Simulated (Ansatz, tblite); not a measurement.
Cost and result up the ladder for SnF2 (3 atoms). The state is a singlet with charge 0. Geometry: PBE0-D4/def2-TZVP.

```xyz
3

Sn   -0.645    0.545    0.181
F     1.258    0.811   -0.017
F    -0.613   -1.356   -0.164
```

Ansatz on 4 threads of AMD EPYC 7R43 on a shared host; xTB runs through tblite on one thread. Times are rough, summed over both states, and most runs start from the orbitals of an earlier one. PBE0-D4/def2-TZVP serves as the yardstick here, not as an exact answer. The other state is a triplet.

In the def2 sets Sn takes a core potential; there is no spin–orbit coupling. The xTB rows come from tblite.

xTB has no spin-polarisation term.

```json
{"level": "GFN1-xTB", "functions": "17", "wall time": "0.007 s", "vertical triplet (eV)": "5.90", "difference from PBE0-D4/def2-TZVP (eV)": "2.37"}
{"level": "GFN2-xTB", "functions": "17", "wall time": "0.007 s", "vertical triplet (eV)": "5.55", "difference from PBE0-D4/def2-TZVP (eV)": "2.02"}
{"level": "PBE-D4/def2-TZVP", "functions": "112", "wall time": "1.6 s", "vertical triplet (eV)": "3.60", "difference from PBE0-D4/def2-TZVP (eV)": "0.06"}
{"level": "PBE0-D4/def2-TZVP", "functions": "112", "wall time": "2.4 s", "vertical triplet (eV)": "3.54", "difference from PBE0-D4/def2-TZVP (eV)": "0.00"}
{"level": "r2SCAN-D4/def2-TZVP", "functions": "112", "wall time": "3.1 s", "vertical triplet (eV)": "3.45", "difference from PBE0-D4/def2-TZVP (eV)": "-0.08"}
```
